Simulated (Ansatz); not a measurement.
Reactions of `NP(O)O`.

Computed with Ansatz on PBE0-D4/def2-TZVP structures; ΔE is electronic, products minus reactants. CBS: MP2 limit from def2 TZ/QZ plus the TZ coupled-cluster correction, frozen cores. This one scheme is used for every species, atoms too. Functionals use def2-TZVPP. No spin–orbit coupling; open shells (•) take unrestricted orbitals. Spin–orbit coupling would lower the free atoms: a little for O. Bonds to Ge, Se are less sure, by a few kJ/mol each and by 10 to 20 or more in all where they break to atoms, as the def2 sets lack core-valence functions. Scalar relativity is left out up to krypton. One conformer a species, not always the lowest.

```json
{"reaction": "`NP(O)O` + H₂S → `NP(O)S` + H₂O", "revPBE-D4 (kcal/mol)": "2.3", "CCSD/CBS(def2) (kcal/mol)": "6.2", "CCSD(T)/CBS(def2) (kcal/mol)": "5.3"}
{"reaction": "`NP(O)O` + GeH₄ → `O[P](O)[GeH3]` + NH₃", "revPBE-D4 (kcal/mol)": "4.0", "CCSD/CBS(def2) (kcal/mol)": "7.6", "CCSD(T)/CBS(def2) (kcal/mol)": "7.0"}
{"reaction": "`NP(O)O` → 4 H• + N• + 2 O• + P•", "revPBE-D4 (kcal/mol)": "669.9", "CCSD/CBS(def2) (kcal/mol)": "662.9", "CCSD(T)/CBS(def2) (kcal/mol)": "676.4"}
{"reaction": "`NP(O)O` + H₂ → `OPO` + NH₃", "revPBE-D4 (kcal/mol)": "4.2", "CCSD/CBS(def2) (kcal/mol)": "2.1", "CCSD(T)/CBS(def2) (kcal/mol)": "3.0"}
{"reaction": "`NP(O)O` + H₂Se → `OP(O)[SeH]` + NH₃", "revPBE-D4 (kcal/mol)": "-2.9", "CCSD/CBS(def2) (kcal/mol)": "1.8", "CCSD(T)/CBS(def2) (kcal/mol)": "0.8"}
```

Largest T1 diagnostic: 0.014, for `O[P](O)[GeH3]`.
